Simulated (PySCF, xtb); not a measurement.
C3H11ClSi2, SMILES CC[Si@H](Cl)[SiH2]C. One conformer was computed; it need not be the lowest.

Harmonic wavenumbers (cm⁻¹) from xtb with GFN2-xTB at its own minimum, in rising order: 17, 54, 80, 112, 122, 146, 171, 236, 277, 382, 416, 503, 559, 601, 644, 660, 703, 743, 752, 799, 825, 832, 980, 1021, 1078, 1238, 1287, 1370, 1421, 1481, 1484, 1486, 1511, 1513, 2148, 2177, 2187, 2957, 2973, 3019, 3027, 3032, 3035, 3036, 3038.

Problem. What does PBE-D3(BJ)/def2-SVP (PySCF) give at its own minimum? (Estimate from the structure and the level; the computed values follow.)

Solution. 39, 58, 86, 113, 126, 171, 186, 232, 274, 386, 434, 524, 571, 622, 653, 672, 692, 749, 770, 850, 859, 898, 945, 954, 1017, 1197, 1200, 1212, 1346, 1380, 1383, 1387, 1423, 1427, 2131, 2135, 2142, 2964, 2979, 2980, 3030, 3050, 3052, 3084, 3087. Paired by order, the mean absolute difference is 37 cm⁻¹ and the zero-point energies are 80.2 and 79.3 kcal/mol.
